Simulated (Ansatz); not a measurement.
SiH3ClO2, closed shell: a relaxation.

Input (in.yaml):

```yaml
crystal:
  periodic: [false, false, false]
  atoms:
    - {symbol: Si, position_ang: [-0.433846, 0.204804, 0.377567]}
    - {symbol: O, position_ang: [1.115744, 0.044197, -0.279662]}
    - {symbol: O, position_ang: [-0.946740, 0.593084, -1.094902]}
    - {symbol: H, position_ang: [0.135454, 0.381501, -1.259406]}
    - {symbol: H, position_ang: [-0.455006, 1.196038, 1.482245]}
    - {symbol: Cl, position_ang: [-0.921558, -1.593498, 1.215656]}
    - {symbol: H, position_ang: [1.506152, -0.826326, -0.441597]}
basis:
  gaussian: {orbitals: def2-TZVP}
hamiltonian: {xc: pbe0, dispersion: d4}
relax: {f_tol: 0.005, max_steps: 200}
```

Run by:

```bash
ansatz run in.yaml --threads 2 --pin off --events-out ev --progress --plain --max-ram 4352MiB
```

The run's output (Ansatz 0.2.0):

```
Functional definition: PBE0
  name "PBE0"
  cite "Adamo & Barone, J. Chem. Phys. 110, 6158 (1999) doi:10.1063/1.478522"
  cite "Perdew, Burke & Ernzerhof, Phys. Rev. Lett. 77, 3865 (1996) doi:10.1103/PhysRevLett.77.3865"
  parent pbe
  parameter a = 0.25
  parameter kappa = 0.804
  parameter beta = 0.06672455060314922
  exchange = (1 - a)*pbe_x(kappa = kappa, mu = beta*pi^2/3) + a*exact_x
  correlation = pbe_c(beta = beta)
970 factors; their error is unknown
mean field evaluation 1: about -24529.4621 eV, gradient 6.7e1 eV
mean field evaluation 2: about -24515.6504 eV, gradient 1.1e2 eV
mean field evaluation 4: about -24536.5463 eV, gradient 6.9e0 eV
mean field evaluation 8: about -24536.6191 eV, gradient 2.0e-1 eV
mean field evaluation 16: about -24536.6981 eV, gradient 3.2e-4 eV
mean field -24536.69809790 eV, -901.7070235265 hartree, gradient 1.5e-5 eV, S^2 0.000000; 0 other end points of the search recorded, 0 dependent functions left out
the calculation of the forces begins
reference -24536.69812386 eV, -901.7070244804 hartree; 25, 25 occupied and 129, 129 virtual orbitals, 970 factors
relax step   1: F+E_penalty+E_count = -24536.81825943 eV  Δ(F+E_penalty+E_count) = +0.000e0 eV  max|allowed force component| = 2.641e0 eV/Å  Δτ_max = 0.0000 Å  (29 SCF iters, accepted)
relax step   2: F+E_penalty+E_count = -24537.13098545 eV  Δ(F+E_penalty+E_count) = -3.127e-1 eV  max|allowed force component| = 2.802e0 eV/Å  Δτ_max = 0.0926 Å  (29 SCF iters, accepted)
relax step   3: F+E_penalty+E_count = -24537.29001783 eV  Δ(F+E_penalty+E_count) = -1.590e-1 eV  max|allowed force component| = 6.506e0 eV/Å  Δτ_max = 0.1948 Å  (37 SCF iters, accepted)
relax step   4: F+E_penalty+E_count = -24537.90199620 eV  Δ(F+E_penalty+E_count) = -6.120e-1 eV  max|allowed force component| = 1.531e0 eV/Å  Δτ_max = 0.1944 Å  (37 SCF iters, accepted)
relax step   5: F+E_penalty+E_count = -24538.15184048 eV  Δ(F+E_penalty+E_count) = -2.498e-1 eV  max|allowed force component| = 1.032e0 eV/Å  Δτ_max = 0.2000 Å  (29 SCF iters, accepted)
relax step   6: F+E_penalty+E_count = -24538.22795234 eV  Δ(F+E_penalty+E_count) = -7.611e-2 eV  max|allowed force component| = 6.919e-1 eV/Å  Δτ_max = 0.1245 Å  (30 SCF iters, accepted)
relax step   7: F+E_penalty+E_count = -24538.26177378 eV  Δ(F+E_penalty+E_count) = -3.382e-2 eV  max|allowed force component| = 6.948e-1 eV/Å  Δτ_max = 0.2000 Å  (29 SCF iters, accepted)
relax step   8: F+E_penalty+E_count = -24538.29555080 eV  Δ(F+E_penalty+E_count) = -3.378e-2 eV  max|allowed force component| = 4.263e-1 eV/Å  Δτ_max = 0.0396 Å  (30 SCF iters, accepted)
relax step   9: F+E_penalty+E_count = -24538.31613395 eV  Δ(F+E_penalty+E_count) = -2.058e-2 eV  max|allowed force component| = 2.089e-1 eV/Å  Δτ_max = 0.1996 Å  (36 SCF iters, accepted)
relax step  10: F+E_penalty+E_count = -24538.33364352 eV  Δ(F+E_penalty+E_count) = -1.751e-2 eV  max|allowed force component| = 1.637e-1 eV/Å  Δτ_max = 0.1819 Å  (36 SCF iters, accepted)
relax step  11: F+E_penalty+E_count = -24538.33683150 eV  Δ(F+E_penalty+E_count) = -3.188e-3 eV  max|allowed force component| = 2.329e-1 eV/Å  Δτ_max = 0.0426 Å  (30 SCF iters, accepted)
relax step  12: F+E_penalty+E_count = -24538.33725640 eV  Δ(F+E_penalty+E_count) = -4.249e-4 eV  max|allowed force component| = 1.957e-1 eV/Å  Δτ_max = 0.0109 Å  (32 SCF iters, accepted)
relax step  13: F+E_penalty+E_count = -24538.33840411 eV  Δ(F+E_penalty+E_count) = -1.148e-3 eV  max|allowed force component| = 1.205e-1 eV/Å  Δτ_max = 0.0447 Å  (29 SCF iters, accepted)
relax step  14: F+E_penalty+E_count = -24538.33845535 eV  Δ(F+E_penalty+E_count) = -5.124e-5 eV  max|allowed force component| = 1.219e-1 eV/Å  Δτ_max = 0.0062 Å  (32 SCF iters, accepted)
relax step  15: F+E_penalty+E_count = -24538.33969867 eV  Δ(F+E_penalty+E_count) = -1.243e-3 eV  max|allowed force component| = 1.810e-2 eV/Å  Δτ_max = 0.0155 Å  (31 SCF iters, accepted)
relax step  16: F+E_penalty+E_count = -24538.33974435 eV  Δ(F+E_penalty+E_count) = -4.569e-5 eV  max|allowed force component| = 4.589e-3 eV/Å  Δτ_max = 0.0057 Å  (32 SCF iters, accepted)
Total energy: -24538.33977059 eV, -901.7673538852 hartree
Atom 0 at    -0.149452     0.183777     0.301425 Å, force     0.002384    -0.004233    -0.003144 eV/Å
Atom 1 at     1.397859    -0.116618    -0.117555 Å, force     0.000497     0.000894     0.001391 eV/Å
Atom 2 at    -0.927877     0.855442    -0.951934 Å, force    -0.002967     0.004589     0.000931 eV/Å
Atom 3 at    -0.871161     0.428080    -1.808525 Å, force    -0.000357    -0.000670    -0.001503 eV/Å
Atom 4 at    -0.285641     1.121331     1.424302 Å, force     0.000776     0.000340    -0.000667 eV/Å
Atom 5 at    -0.999400    -1.605013     0.866137 Å, force    -0.001150    -0.001156     0.001436 eV/Å
Atom 6 at     1.835872    -0.867198     0.286051 Å, force     0.000816     0.000236     0.001556 eV/Å
Dipole moment:     0.222179    -0.177788    -0.112920 e Å

[the SCF lines of later steps are left out]
```

The run took about 53 s on 2 CPU threads of an Arm Neoverse V2 (shared host).
